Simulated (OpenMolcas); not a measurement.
Ar2+: effect of the level shift or regulariser

```
Program             : OpenMolcas
Basis               : ANO-L-VTZP [5s4p2d1f]
Scalar Hamiltonian  : non-relativistic, point nucleus
Active space        : 4 electrons in 3 orbitals (3p)
State averaging     : 2S+1 = 3 even, 3 roots; 2S+1 = 1 even, 6 roots
Spin-orbit coupling : RASSI with atomic mean-field integrals over the reference wave functions, term energies averaged over their components
```

Methods on the same reference wave functions:
A. CASSCF
B. SS-CASPT2, IPEA 0.25 Eh, imaginary shift 0.1 Eh (closed shells correlated: 2s 2p 3s)
C. SS-CASPT2, IPEA 0.25 Eh, real shift 0.2 Eh (closed shells correlated: 2s 2p 3s)

Energies in cm-1 above 3s2 3p4 3P2, the measured ground level; measured values from Saloman, J. Phys. Chem. Ref. Data 39, 033101 (2010).

| Level | A | B | C | Measured |
| --- | --- | --- | --- | --- |
| 3s2 3p4 3P2 | 0.0 | 0.0 | 0.0 | 0.0 |
| 3s2 3p4 3P1 | 1006 | 1011 | 1011 | 1112 |
| 3s2 3p4 3P0 | 1448 | 1444 | 1444 | 1570 |
| 3s2 3p4 1D2 | 17001 | 14580 | 14600 | 14010 |
| 3s2 3p4 1S0 | 41576 | 35310 | 35370 | 33266 |

Deviations, from unrounded energies. A percentage is the sum of absolute deviations over the sum of measured energies, with the sign that they share, or ± where signs differ.

```json
{"Against measurement": "mean absolute deviation (cm-1)", "Levels": "4", "A": "2900", "B": "710", "C": "730"}
{"Against measurement": "fine structure of the ground term (%)", "Levels": "2", "A": "-8.5", "B": "-8.5", "C": "-8.5"}
{"Against measurement": "other terms of the ground configuration (%)", "Levels": "2", "A": "+23.9", "B": "+5.5", "C": "+5.7"}
```

B, C lie about equally close to measurement and A furthest from it. The largest miss of B in the table is 3s2 3p4 1S0, by +2000 cm-1. The ranking rests on the paired levels alone, and a cruder setting can come out closer through cancelling errors.

Between B and C the level of the table that moves most is 3s2 3p4 1S0, by 61 cm-1 (lowest in B, highest in C). Moves below CASPT2's spread within the term are not significant.

The mean deviations of B to C differ by less than CASPT2's widest spread within a term (150 cm-1), so their order carries little weight.

From A to B the spin-free energies of the other terms of 3s2 3p4 shown, above 3P, scale by a factor of 0.85.

The lowest spin-free term lies below A's lowest term by 0.175 hartree in B, 0.174 hartree in C.

CASPT2 does not keep the components of a term degenerate, so their means are used; among the terms shown or strongly mixed into the levels shown the widest spread is 150 cm-1 (3s2 3p4 1D, B). With the s shell closed, the reference lacks s² → p² mixing. Computed and measured levels are paired by configuration, term and J; levels that our copy of the source lacks, or whose pairing is in doubt (as where it misses far off the trend of its configuration), stay unpaired and out of the deviations. Only configurations of the active space appear.
